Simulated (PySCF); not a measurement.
# Electron correlation in V⁺ (vanadium, charge +1)

[Ar] 3d3 4p1, one real determinant (an excited configuration). Computed with PySCF 2.14 in dyall-av2z (16s12p7d2f, 101 functions), with the non-relativistic Hamiltonian (point nucleus). Frozen: [Ar]; 4 electrons correlated; the 25 highest virtual orbitals of each spin left out.

| level | correlation energy (mhartree) |
| --- | --- |
| CCSD | -28.38 |
| (T) | -0.71 |
| CCSD(T) | -29.09 |

Diagnostics: T1 = 0.010, D1 = 0.0224, largest double amplitude 0.078.

Problem. Is a single reference adequate?

Solution. Mostly. T1 lies below 0.03, but a double amplitude of this size points to a near-degeneracy that CCSD handles and MP2 describes poorly.

The reference is one real determinant that mixes LS terms of this configuration.
